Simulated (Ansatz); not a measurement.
Geometry optimisation, Ansatz, RKS PBE0-D4/def2-SVP.

The input (input.yaml):

```yaml
crystal:
  periodic: [false, false, false]
  atoms:
    - { symbol: B, position_ang: [0.0, 0.0, 0.0] }
    - { symbol: Cl, position_ang: [0.0, 0.0, 1.86] }
    - { symbol: O, position_ang: [1.2211, 0.0, -0.705] }
    - { symbol: H, position_ang: [1.5209, -0.9519, -0.8599] }
    - { symbol: "N", position_ang: [-1.3423, 0.0, -0.775] }
    - { symbol: H, position_ang: [-2.0112, -0.8164, -0.6764] }
    - { symbol: H, position_ang: [-1.5914, 0.8164, -1.4036] }
basis:
  gaussian: { orbitals: def2-SVP }
hamiltonian:
  xc: pbe0
  dispersion: d4
relax:
  f_tol: 0.02
  max_steps: 40
```

Launched with:

```bash
$ ansatz run input.yaml --threads 2 --pin off --max-ram 3072MiB --backend cpu --events-out ev --progress --plain --runs-dir out
```

Where does it end, and by what steps?

The forces met the threshold. After 14 steps the energy has fallen by 1.739 eV; H6 moved furthest, 0.98 Å.

```
step  energy less start (eV)  largest force component (eV/Å)  accepted
   0                  0.0000                           2.038       yes
   1                 -0.6772                           1.409       yes
   2                 -1.0372                           0.943       yes
   3                 -1.2596                           0.594       yes
   4                 -1.3776                           0.258       yes
   5                 -1.3852                           0.082       yes
   6                 -1.3897                           0.217       yes
   7                 -1.3965                           0.190       yes
   8                 -1.4662                           0.961       yes
   9                 -1.5516                           1.719       yes
  10                 -1.6519                           1.377       yes
  11                 -1.7149                           0.666       yes
  12                 -1.7386                           0.088       yes
  13                 -1.7394                           0.048       yes
  14                 -1.7394                           0.017       yes
```

```xyz
7
Properties=species:S:1:pos:R:3
B -0.089 -0.192 -0.168
Cl 0.048 -0.514 1.592
O 1.029 -0.164 -0.939
H 1.830 -0.329 -0.433
N -1.351 0.026 -0.723
H -2.201 0.011 -0.180
H -1.471 0.210 -1.709
```

Whether the end is a true minimum wasn't checked by a vibrational analysis.

Time of the run: 26 s on 2 threads of Arm Neoverse V1, with other jobs on the host, peak memory 0.14 GiB.
